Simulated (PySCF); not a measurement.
# From a computed spectrum to the compound

A species of 10 atoms with charge 3 has these harmonic modes (PBE0, small Gaussian bases with core potentials, PySCF 2.14.0):

```csv
cm⁻¹,km/mol,symmetry
-18,–,a2
72,4.4,e
72,4.4,e
92,0.0,a1
103,0.4,e
103,0.4,e
388,0.0,a1
403,26.1,e
403,26.1,e
608,1.3,a2
640,107.8,e
640,107.8,e
671,52.2,e
671,52.2,e
690,1086.7,a2
1674,208.8,e
1674,208.8,e
1679,0.0,a1
3581,826.3,e
3581,826.3,e
3598,0.0,a1
3616,81.2,a2
3620,627.2,e
3620,627.2,e
```

(1) Which species is it, and in which structure?

## Answers

(1) [Pm(H2O)3]3+ (singlet in the valence; each metal's 4f electrons, 4 of them, lie in its core potential, out of spins and levels):
```xyz
10

Pm    0.0000    0.0000    0.0000
O     2.3232    0.0000    0.0000
H     2.9394   -0.7468    0.1927
H     2.9394    0.7468   -0.1927
O    -1.1616    2.0120    0.0000
H    -0.8229    2.9190    0.1927
H    -2.1165    2.1721   -0.1927
O    -1.1616   -2.0120    0.0000
H    -2.1164   -2.1722    0.1927
H    -0.8229   -2.9190   -0.1927
```
 Negative wavenumbers this small are taken as noise. An lcecp potential fixes the number of 4f electrons, so in runs with it no electron can move into or out of that shell.
 The answer isn't unique; the calculation gave this one.
